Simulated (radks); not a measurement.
Results of a calculation; reference values are marked as such.
Species: the molybdenum ion Mo4+. Configuration: [Kr] 4d1 5p1 (not the ground configuration). Level of theory: Dirac Kohn-Sham, PBEsol, spin-unpolarised, spherical densities, finite nucleus; open shells fill j = l - 1/2 first; Fermi nuclear charge, rms radius 4.4091 fm (a radial shooting solver on a logarithmic mesh with Libxc functionals).

Spin-orbit splittings of the eigenvalues, e(l+1/2) - e(l-1/2), with zeta = 2 splitting/(2l+1) and mean radii in bohr:

shell,occ.,splitting (eV),zeta (eV),<r> j=l-1/2,<r> j=l+1/2
2p,6,106.4,70.96,0.1308,0.1354
3p,6,17.56,11.71,0.4233,0.4338
3d,10,3.331,1.332,0.4127,0.4162
4p,6,2.758,1.839,1.162,1.187
4d,1,0.3520,0.1408,1.467,1.476
5p,1,0.5506,0.3670,2.752,2.796
